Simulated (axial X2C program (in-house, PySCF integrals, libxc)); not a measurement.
## Which molecule has these constants?

All values come from calculations with an in-house relativistic program for diatomic molecules, spin-free (one-electron X2C) or two-component (2c: spin–orbit coupling with atomic mean-field Coulomb and Gaunt terms, which also bring small scalar terms), in Dyall basis sets with cores contracted in-house; open shells are unrestricted.

A two-component PBE0 calculation in a Dyall 3-zeta basis gave Re = 3.300 Å, ωe = 159.7 cm⁻¹, De = 0.62 eV, dipole magnitude 3.08 D, Ω = 1/2.

**Question.** Which molecule is it?
A. SrB
B. SrAl
C. SrGa

**Answer.** B. The others have SrB 2.440 Å and 434.5 cm⁻¹ (Ω = 3/2); SrGa 3.260 Å and 113.5 cm⁻¹ (Ω = 1/2).

Each entry is the lowest single determinant of a limited PBE0 search at one distance. De goes to single-determinant-based atoms at the same level (for ions the charge split of lowest energy) and is withheld (n/a) where an atom does not fit its ground term or J level. Main or longest-lived isotopes. One determinant is a doubtful description, or other states lie close, for SrAl, SrB, SrGa; these need not be ground states, and all values refer to the states named. With several unpaired electrons the Ω given is that of one determinant, not necessarily of the lowest component. Some light 2c atoms are not at their ground J level, so De misses part of their lowering (0.04 eV or less). The functionals have no current term, which raises determinants with orbital currents. Where the atoms have a lower orbital projection than the molecule, De at mean-field level may be about a tenth of an eV too small.
